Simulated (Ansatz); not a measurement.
The cluster W₄. The state is a singlet with charge 0. Geometry PBE0-D4/def2-SVP, basis def2-TZVP, Ansatz.

| atom | x (Å) | y (Å) | z (Å) |
| --- | --- | --- | --- |
| W1 | -1.5289 | -0.3347 | 0.0503 |
| W2 | 1.3584 | 0.2961 | -0.7203 |
| W3 | 0.4113 | -1.4723 | 0.3383 |
| W4 | -0.2409 | 1.5109 | 0.3317 |

```json
{"run": "A", "HOMO (eV)": "-4.71", "LUMO (eV)": "-2.25"}
{"run": "B", "HOMO (eV)": "-6.37", "LUMO (eV)": "-0.53"}
{"run": "C", "HOMO (eV)": "-4.33", "LUMO (eV)": "-3.30"}
{"run": "D", "HOMO (eV)": "-4.01", "LUMO (eV)": "-2.95"}
{"run": "E", "HOMO (eV)": "-4.10", "LUMO (eV)": "-3.01"}
{"run": "F", "HOMO (eV)": "-4.80", "LUMO (eV)": "-2.12"}
```

In the def2 sets W takes a core potential; there is no spin–orbit coupling. The order of the spin states hangs on the level: the triplet lies 0.20 eV below the singlet at r2SCAN0-D4/def2-TZVP, but 0.39 eV above it at PBE0-D4/def2-TZVP. The triplet is doubtful at r2SCAN0-D4/def2-TZVP (⟨S²⟩ 4.37, where a pure state has 2.00). The triplet is doubtful at PBE0-D4/def2-TZVP (⟨S²⟩ 3.43, where a pure state has 2.00). Another isomer (singlet) lies 0.08 eV lower at PBE0-D4/def2-TZVP.

Problem. The runs used B97M-V, LDA (SPW92), PBE, PBE0, r2SCAN0, ωB97X-V. Estimate which is which.

Solution. A PBE0 (25 % exact exchange); B ωB97X-V (range-separated); C LDA (SPW92) (0 % exact exchange); D B97M-V (0 % exact exchange); E PBE (0 % exact exchange); F r2SCAN0 (25 % exact exchange). Exact exchange lowers occupied and raises empty levels; among semilocal functionals meta-GGAs tend to open the gap a little, and such runs are hard to tell apart. The gap grows from 1.03 eV (LDA (SPW92)) to 5.83 eV (ωB97X-V).
